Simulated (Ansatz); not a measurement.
The cluster SiS3. Total charge 0; triplet. Geometry PBE-D4/def2-TZVPD, that of the charge -1 doublet; atoms count from 1.

Cartesian coordinates in Å:
```
Si 0.0000 0.0000 0.0000
S 0.2887 1.1438 1.6563
S 1.3190 0.0961 -1.5446
S -1.6077 -1.2399 -0.1116
```

The structure comes from a short search, and lower isomers may exist.

Problem. Estimate the Mulliken populations from the PBE0/def2-TZVPD orbitals of Ansatz.

Solution. 
| atom | charge (e) | spin (α − β) |
| --- | --- | --- |
| Si1 | 0.75 | -0.18 |
| S2 | -0.30 | 0.61 |
| S3 | -0.30 | 0.61 |
| S4 | -0.15 | 0.97 |
Mulliken values and Mayer orders depend strongly on the basis. With diffuse functions, as here, like atoms can get unlike values, and bond orders can come out too low or too high.

Problem. Where does the spin sit?

Solution. Summed by element: Si -0.18, S 2.18, of 2 unpaired in all. Largest on single atoms: S4 0.97, S3 0.61, S2 0.61.

Problem. And the Mayer bond orders between bonded heavy atoms (over 0.3)?

Solution. Si1–S2 1.48 (2.03 Å); Si1–S3 1.48 (2.03 Å); Si1–S4 1.19 (2.03 Å). Values over 0.3 also appear between atoms too far apart for a bond (S2–S3 0.40 at 3.52 Å); they arise where an orbital or an unpaired electron spreads over both atoms.
